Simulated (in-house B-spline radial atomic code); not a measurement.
Radial electron density of N2+, [He] 2s2 2p1. Level of theory: Dirac-Kohn-Sham OLYP, spherical fractional occupations, Fermi nucleus of rms radius 2.5582 fm; calculated with a B-spline radial code for spherical atoms.

Columns: r (bohr), 4πr²n(r) (electrons per bohr), bar.

```
 0.00843    0.168 #
 0.00984   0.2243 #
  0.0115   0.2992 ##
  0.0134   0.3954 ##
  0.0157   0.5253 ###
  0.0183    0.688 ####
  0.0213   0.8934 #####
  0.0249     1.16 #######
  0.0291    1.494 #########
  0.0339    1.895 ###########
  0.0396    2.388 ##############
  0.0462    2.963 ##################
  0.0539    3.623 #####################
   0.063     4.36 ##########################
  0.0735    5.128 ##############################
  0.0858    5.893 ###################################
     0.1    6.579 #######################################
   0.117    7.127 ##########################################
   0.136     7.42 ############################################
   0.159    7.407 ############################################
   0.186    7.025 ##########################################
   0.217    6.296 #####################################
   0.253    5.304 ###############################
   0.296    4.168 #########################
   0.345    3.128 ###################
   0.403    2.327 ##############
    0.47    1.902 ###########
   0.549    1.861 ###########
    0.64    2.104 ############
   0.747    2.444 ##############
   0.872    2.676 ################
    1.02    2.646 ################
    1.19    2.313 ##############
    1.39    1.757 ##########
    1.62    1.156 #######
    1.89   0.6511 ####
    2.21   0.3097 ##
    2.58   0.1246 #
    3.01  0.04059 
    3.51  0.01019 
     4.1 0.001845
```

On this grid the curve has 2 maxima, near 0.136, 0.872 bohr.

The 2p1/2 radial function P(r) = rR(r), positive near the nucleus, with its small component Q(r) (sign convention: Q ≈ (P' + κP/r)/2c):

```csv
r (bohr),P,Q
0.00843,0.0009087,0.001131
0.0115,0.001658,0.00152
0.0157,0.003025,0.002034
0.0213,0.005434,0.002688
0.0291,0.009836,0.003542
0.0396,0.01752,0.004592
0.0539,0.03086,0.005857
0.0735,0.05366,0.007314
0.1,0.09095,0.008855
0.136,0.1498,0.01031
0.186,0.2398,0.01143
0.253,0.3631,0.01182
0.345,0.5194,0.01122
0.47,0.6895,0.009548
0.64,0.8391,0.007009
0.872,0.9046,0.003781
1.19,0.8236,0.0009205
1.62,0.6003,-0.0005884
2.21,0.3358,-0.0007348
3.01,0.1362,-0.000435
4.1,0.03308,-0.0001356
```
